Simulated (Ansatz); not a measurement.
Total energies of Be₁₀ (the lowest singlet isomer of a short search) from Ansatz at r2SCAN/def2-TZVPD, gas phase (1 Eh = 27.2114 eV = 2625.5 kJ/mol). The reference geometry is relaxed at PBE0/def2-SVP.

```xyz
10

Be   -0.9251   -1.5219   -0.1347
Be    0.9641    0.4700    1.9513
Be    0.9443   -0.9287   -1.1987
Be    1.6826    0.5990   -0.0165
Be   -1.6690    0.5728   -0.2747
Be    0.8895   -1.3053    0.8340
Be   -0.9569   -0.2410    1.4890
Be    0.1953    1.1683   -1.3369
Be   -0.9602   -0.4727   -1.9528
Be   -0.1646    1.6594    0.6401
```

```csv
state,geometry,energy (Eh)
charge 0 singlet,reference,-147.27331
charge -1 doublet,reference,-147.33923
free Be atom (singlet),–,-14.64790
```

Task: Work out the vertical electron affinity, to the doublet.

Result: E(charge 0 singlet) − E(charge -1 doublet) = -147.27331 − (-147.33923) = 0.06592 Eh = 1.79 eV.

Task: What is the binding energy per atom against free atoms?

Result: Atoms: 10 × (-14.64790) = -146.47900 Eh. Binding: -146.47900 − (-147.27331) = 0.79431 Eh = 21.61 eV, or 2.16 eV for each of 10 atoms (no zero-point energy, no counterpoise term).

The restricted singlet is unstable towards broken spin symmetry in Hartree–Fock (as tested in another run); at r2SCAN/def2-TZVPD this wasn't settled. 

The structure comes from a short search, and lower isomers may exist.
